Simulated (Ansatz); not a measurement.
`C[O][InH][CH3]` + HBr → `[CH3][InH][Br]` + CH₃OH at 400 K and 1 bar (ligand exchange at the In–O bond).

Computed with Ansatz on PBE0-D4/def2-TZVP structures; ΔE is electronic, products minus reactants. CBS: MP2 limit from def2 TZ/QZ plus the TZ coupled-cluster correction, frozen cores. This one scheme is used for every species. Elements past krypton have def2 core potentials. For Br, In outer-core shells are correlated without core-valence functions, which leaves a few kJ/mol of doubt a bond. Scalar relativity is left out up to krypton. Each species was taken in one conformer, which may not be the lowest.

| species | CCSD(T)/CBS energy (Eh) | H − E (kJ/mol) | S (J/(mol·K)) |
| --- | --- | --- | --- |
| `C[O][InH][CH3]` | -345.29152 | 251.2 | 406.6 |
| HBr | -2573.91920 | 27.6 | 207.2 |
| `[CH3][InH][Br]` | -2803.63750 | 137.9 | 372.7 |
| CH₃OH | -115.61712 | 151.2 | 252.6 |

H − E and S are ideal-gas, rigid-rotor, harmonic terms from PBE0-D4/def2-TZVP, for one conformer and one mirror image of each species. 1 Eh = 2625.50 kJ/mol, R = 8.31446 J/(mol·K).

Question: By hand: ΔE, ΔH, ΔS and ΔG.

Answer: ΔE = (-2803.63750) + (-115.61712) − (-345.29152) − (-2573.91920) = -0.04390 Eh = -115.3 kJ/mol. Δ(H − E) = 137.9 + 151.2 − 251.2 − 27.6 = 10.3, so ΔH = -105.0 kJ/mol. ΔS = 372.7 + 252.6 − 406.6 − 207.2 = 11.5 J/(mol·K). ΔG = -105.0 − 400 × (11.5)/1000 = -109.6 kJ/mol.

Question: By hand: the equilibrium constant, and the temperature at which ΔG would vanish if ΔH and ΔS stayed fixed.

Answer: log₁₀ K = −ΔG/(RT ln 10) = 14.3. ΔH and −TΔS have one sign here, so there is no such temperature.

The number of gas molecules stays the same, so ΔS is small and ΔH decides. A doubt of 5 kJ/mol in ΔE shifts log₁₀ K by 0.7 here. Other conformers and mirror images would add mixing entropy, several J/(mol·K) or more a flexible species. Modes under 60 cm⁻¹, often nearly free rotors, make the harmonic entropy too high. These are equilibria of isolated gas molecules and say nothing of rates. Largest T1 diagnostic: 0.015 (customary marks: 0.02 for closed shells, 0.045 for open ones).

ΔS is within the doubt of such terms, so its sign, and with it that verdict, could turn.
